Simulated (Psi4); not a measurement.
Calculation: SAPT0/jun-cc-pVDZ, frozen core run with Psi4.

Psi4 input:

```
molecule {
0 1
C 0.56245038 -0.00000000 -0.00000000
O -0.56245038 0.00000000 0.00000000
--
0 1
N 0.97554140 -2.14949336 0.36959236
H 1.02567977 -2.67574853 -0.49522169
H 0.20866927 -2.53135331 0.91130520
H 1.82929786 -2.33259436 0.88431347
units angstrom
symmetry c1
no_reorient
no_com
}
set basis jun-cc-pvdz
set scf_type df
set freeze_core true
energy('sapt0')
```

Part of the output:

```
    SAPT Results
  --------------------------------------------------------------------------------------------------------
    Electrostatics                -37.40336056 [mEh]     -23.47096310 [kcal/mol]     -98.20250963 [kJ/mol]
      Elst10,r                    -37.40336056 [mEh]     -23.47096310 [kcal/mol]     -98.20250963 [kJ/mol]

    Exchange                       76.45097672 [mEh]      47.97371217 [kcal/mol]     200.72201172 [kJ/mol]
      Exch10                       76.45097672 [mEh]      47.97371217 [kcal/mol]     200.72201172 [kJ/mol]
      Exch10(S^2)                  72.54614470 [mEh]      45.52339308 [kcal/mol]     190.46987666 [kJ/mol]

    Induction                     -16.70655427 [mEh]     -10.48352108 [kcal/mol]     -43.86305219 [kJ/mol]
      Ind20,r                     -43.29448716 [mEh]     -27.16770086 [kcal/mol]    -113.66966039 [kJ/mol]
      Exch-Ind20,r                 34.12061356 [mEh]      21.41100826 [kcal/mol]      89.58365857 [kJ/mol]
      delta HF,r (2)               -7.53268067 [mEh]      -4.72682848 [kcal/mol]     -19.77705037 [kJ/mol]

    Dispersion                     -8.79962996 [mEh]      -5.52185116 [kcal/mol]     -23.10342527 [kJ/mol]
      Disp20                      -12.36217510 [mEh]      -7.75738199 [kcal/mol]     -32.45688625 [kJ/mol]
      Exch-Disp20                   3.56254514 [mEh]       2.23553083 [kcal/mol]       9.35346098 [kJ/mol]
      Disp20 (SS)                  -6.18108755 [mEh]      -3.87869100 [kcal/mol]     -16.22844313 [kJ/mol]
      Disp20 (OS)                  -6.18108755 [mEh]      -3.87869100 [kcal/mol]     -16.22844313 [kJ/mol]
      Exch-Disp20 (SS)              1.81250347 [mEh]       1.13736310 [kcal/mol]       4.75872720 [kJ/mol]
      Exch-Disp20 (OS)              1.75004168 [mEh]       1.09816773 [kcal/mol]       4.59473379 [kJ/mol]

  Total HF                         22.34106189 [mEh]      14.01922799 [kcal/mol]      58.65644990 [kJ/mol]
  Total SAPT0                      13.54143193 [mEh]       8.49737682 [kcal/mol]      35.55302463 [kJ/mol]
```
